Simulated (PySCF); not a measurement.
# Bromine: a sound run and one with changed settings

Sound run: Br [Ar] 3d10 4s2 4p5, Br⁺ [Ar] 3d10 4s2 4p4. Computed with PySCF 2.14 in cc-pVDZ-PP with ECP10MDF, with a scalar-relativistic core potential. The sound run starts from symmetry-adapted Hartree-Fock orbitals and uses a fine grid where one is needed.

A second run was set up differently.

```json
{"species": "Br", "method": "UHF", "sound run (hartree)": "-415.47367", "changed run (hartree)": "-415.47367", "converged": "yes"}
{"species": "Br", "method": "r2SCAN", "sound run (hartree)": "-416.66933", "changed run (hartree)": "-416.66492", "converged": "yes"}
{"species": "Br", "method": "TPSS", "sound run (hartree)": "-416.70763", "changed run (hartree)": "-416.71108", "converged": "yes"}
{"species": "Br⁺", "method": "UHF", "sound run (hartree)": "-415.07864", "changed run (hartree)": "-415.07864", "converged": "yes"}
{"species": "Br⁺", "method": "r2SCAN", "sound run (hartree)": "-416.23385", "changed run (hartree)": "-416.22915", "converged": "yes"}
{"species": "Br⁺", "method": "TPSS", "sound run (hartree)": "-416.27511", "changed run (hartree)": "-416.27798", "converged": "yes"}
```

Ionisation energy of Br:

```json
{"method": "UHF", "sound run (eV)": "10.750", "changed run (eV)": "10.750"}
{"method": "r2SCAN", "sound run (eV)": "11.850", "changed run (eV)": "11.858"}
{"method": "TPSS", "sound run (eV)": "11.770", "changed run (eV)": "11.785"}
```

What was changed?
A. radial grid too coarse
B. basis contracted for another Hamiltonian
C. too few SCF iterations
D. a valence shell is frozen

A. It used radial step 0.3 in ln r (0.13 in the sound run). A coarse radial grid mis-integrates the density and the exchange-correlation energy, with errors of either sign; Hartree-Fock needs no grid.
